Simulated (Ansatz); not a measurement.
```xyz
2

S     0.0108   -0.0184   -0.9068
S    -0.0294   -0.0252    0.9204
```

Basis set: 6-31G (spherical functions). Correlated methods keep 10 orbitals frozen. Charge 0, multiplicity 3.

Computed with Ansatz (development build ahead of 0.2.0); each method stands on the lowest determinant of its kind that the runs found.

The atomization energy at this shape (free ground-state atoms in the same class of orbitals less the molecule, no zero-point energy) of triplet S2:

| method | atomization energy |
| --- | --- |
| UHF | -0.48 eV |

(1) What does UHF-MP2 give?

Answers

(1) 1.13 eV.

This basis has no polarisation functions and is too small for such energies, which can lie far from measured ones in either direction.
